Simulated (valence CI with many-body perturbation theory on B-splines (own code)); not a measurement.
**W LX: calculated level list**

Method: relativistic CI+MBPT: five valence electrons over a frozen Dirac-Fock core [Ne], radial functions for each j: 9 s, 9 p, 8 d, 6 f, 3 g, 1 h, with the one-electron correlation potential Σ1 (screened to all orders), the two-electron term Σ2, the three-electron term Σ3, Breit, model QED; selected single and double excitations, second order for the rest (own B-spline code, finite nucleus).

The last digits are not significant, and no measured levels were compared; by estimate large intervals hold to a few tenths of a per cent, small ones and those within an open d or f shell to about a per cent. Among the levels kept, up to 540 cm⁻¹ of a level comes from second order outside the variational space, and about a tenth of that is noise between levels of different J, which matters for small intervals.

Levels 46 to 52 of 52, with energies above the lowest level, (3s^2 3p1/2^2 3p3/2) J=3/2. "Leading %" is the weight of the configuration and term that name the level; weights of strongly mixed levels are sums over their largest components and can fall short. In the jj column 3d3/2^4 stands for four electrons in 3d with j = 3/2. Lifetimes count E1, E2, E3, M1 and M2 decay at the calculated energies, and are blank where another channel may lead or the interval is too uncertain; long ones can be off by a factor of two.

| No. | Configuration | Term | J | E (eV) | Leading % | g | Lifetime | Leading jj |
| --- | --- | --- | --- | --- | --- | --- | --- | --- |
| 46 | 3s2.3p.3d2 | 4G° | 7/2 | 895.68 | 55 | 1.016 | 2.77 ps | 3s^2 3p1/2 3d3/2 3d5/2 (96 %) |
| 47 | 3s2.3p.3d2 | 2D° | 5/2 | 899.74 | 24 | 1.056 | 2.17 ps | 3s^2 3p1/2 3d3/2 3d5/2 (95 %) |
| 48 | 3s2.3p.3d2 | 4D° | 3/2 | 906.24 | 42 | 1.164 | 2.15 ps | 3s^2 3p1/2 3d3/2 3d5/2 (95 %) |
| 49 | 3s.3p4 | 2P | 1/2 | 906.32 | 46 | 1.380 | 446 fs | 3s 3p1/2 3p3/2^3 (74 %) |
| 50 | 3s2.3p.3d2 | 4P° | 1/2 | 908.49 | 47 | 1.789 | 2.43 ps | 3s^2 3p1/2 3d3/2 3d5/2 (96 %) |
| 51 | 3s.3p4 | 2P | 3/2 | 908.73 | 39 | 1.127 | 378 fs | 3s 3p1/2 3p3/2^3 (76 %) |
| 52 | 3s2.3p.3d2 | 2H° | 9/2 | 909.89 | 50 | 1.018 | 3.32 ps | 3s^2 3p1/2 3d3/2 3d5/2 (98 %) |
